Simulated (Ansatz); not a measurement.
Calculated with Ansatz (gas phase, PBE0-D4/def2-TZVP geometries, no zero-point term in ΔE). CBS: MP2 limit from def2 TZ/QZ plus the TZ coupled-cluster correction, frozen cores. This one scheme is used for every species. DFT in def2-TZVPP. Each species was taken in one conformer, which may not be the lowest.

Consider the ligand exchange at the Si–C bond: `NC[SiH2]N` + `C[SiH2]O` → `C[SiH2]O[SiH2]N` + CH₃NH₂.

`NC[SiH2]N`:

```xyz
12

N    -0.399    0.493   -1.535
C    -0.373   -0.733   -0.734
Si   -0.110   -0.260    1.065
N     1.374    0.604    1.120
H    -0.444    0.284   -2.524
H    -1.220    1.044   -1.313
H     0.495   -1.327   -1.036
H    -1.257   -1.379   -0.850
H    -0.019   -1.454    1.948
H    -1.316    0.515    1.507
H     1.527    1.258    0.365
H     1.743    0.955    1.988
```

`C[SiH2]O`:

Cartesian coordinates in Å:
```
C 0.965 -0.663 0.079
Si -0.567 0.267 -0.433
O -1.498 0.715 0.856
H 1.527 -0.980 -0.805
H 0.706 -1.554 0.655
H 1.626 -0.041 0.688
H -1.447 -0.593 -1.261
H -0.162 1.466 -1.224
H -1.150 1.384 1.446
```

`C[SiH2]O[SiH2]N`:

Z-matrix (Å, degrees):
```
C
Si 1 1.857
H 1 1.092 2 110.9
H 1 1.093 2 110.5 3 -120.0
H 1 1.093 2 110.8 3 120.2
O 2 1.638 1 109.2 3 -60.8
H 2 1.490 1 110.3 3 179.0
H 2 1.492 1 110.4 3 59.8
Si 6 1.639 2 142.6 1 162.2
N 9 1.705 6 116.0 2 44.5
H 9 1.484 6 108.2 2 -74.9
H 9 1.481 6 105.5 2 164.4
H 10 1.006 9 121.7 6 -83.4
H 10 1.006 9 122.3 6 72.0
```

CH₃NH₂:

Cartesian coordinates in Å:
```
C 0.436 -0.302 0.204
N -0.733 0.202 -0.496
H 0.890 0.395 0.925
H 1.204 -0.574 -0.523
H 0.171 -1.213 0.744
H -0.506 1.042 -1.012
H -1.462 0.451 0.160
```

```json
{"level": "PBE0", "ΔE (kJ/mol)": "-129.5"}
{"level": "HF/CBS(def2)", "ΔE (kJ/mol)": "-162.0"}
```

Question: What does CCSD(T)/CBS give? (An estimate is asked.)

Answer: The calculation gave: -138.0 kJ/mol. The listed levels differ from it by 8.5, -24.0 kJ/mol.

Largest T1 diagnostic among the species: 0.011.

From PBE to PBE0 (25 % exact exchange), in def2-TZVPP and without D4, ΔE moves by −5.9 kJ/mol. In def2-TZVPP, CCSD(T) changes the Hartree–Fock value by +21.8 kJ/mol (the triples alone add +2.8 kJ/mol) and MP2 by +20.7 kJ/mol.
